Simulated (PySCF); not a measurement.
## GeH: a composite coupled-cluster calculation

State: ²Π, doublet, unpaired electrons π ↑. De refers to Ge + H. ROHF-based CCSD(T) in PySCF 2.14 with Ge cc-pwCVDZ-PP with ECP10, H aug-cc-pVDZ and Ge cc-pwCVTZ-PP with ECP10, H aug-cc-pVTZ (frozen core orbitals: 4; scalar-relativistic core potentials). Correlation energies are extrapolated as n⁻³ (n = 2, 3), Hartree–Fock as (n+1)·exp(−9√n).

```json
{"Level": "CCSD(T)/DZ", "Re (Å)": "1.5941", "ωe (cm⁻¹)": "1869.6", "ωexe (cm⁻¹)": "33.6", "αe (cm⁻¹)": "0.198", "De (eV)": "2.766"}
{"Level": "CCSD(T)/TZ", "Re (Å)": "1.5860", "ωe (cm⁻¹)": "1894.1", "ωexe (cm⁻¹)": "33.0", "αe (cm⁻¹)": "0.198", "De (eV)": "2.900"}
{"Level": "HF/CBS", "Re (Å)": "1.5833", "ωe (cm⁻¹)": "1981.2", "ωexe (cm⁻¹)": "28.8", "αe (cm⁻¹)": "0.174", "De (eV)": "1.971"}
{"Level": "MP2/CBS", "Re (Å)": "1.5694", "ωe (cm⁻¹)": "1976.6", "ωexe (cm⁻¹)": "29.9", "αe (cm⁻¹)": "0.185", "De (eV)": "2.767"}
{"Level": "CCSD/CBS", "Re (Å)": "1.5814", "ωe (cm⁻¹)": "1921.1", "ωexe (cm⁻¹)": "31.9", "αe (cm⁻¹)": "0.193", "De (eV)": "2.919"}
{"Level": "CCSD(T)/CBS", "Re (Å)": "1.5837", "ωe (cm⁻¹)": "1903.4", "ωexe (cm⁻¹)": "32.8", "αe (cm⁻¹)": "0.197", "De (eV)": "2.949"}
```

Task: How much is left between CCSD(T)/TZ and the basis-set limit, and how much do the triples give at the limit?

Result: CCSD(T)/CBS less CCSD(T)/TZ: -2.3 mÅ in Re, +9.3 cm⁻¹ in ωe and +0.049 eV in De. CCSD(T)/CBS less CCSD/CBS: +2.3 mÅ in Re, -17.7 cm⁻¹ in ωe and +0.030 eV in De.

The T1 diagnostic is 0.015. The state was picked by a PBE0 search and need not be the measured ground state. Spin–orbit coupling, excitations beyond (T) and corrections to the Born–Oppenheimer picture are left out.

The whole job (state search and all basis sets along the bond) took about 3.7 min on 4 threads of Intel Xeon 6975P-C (shared host), peak memory 5.3 GiB.
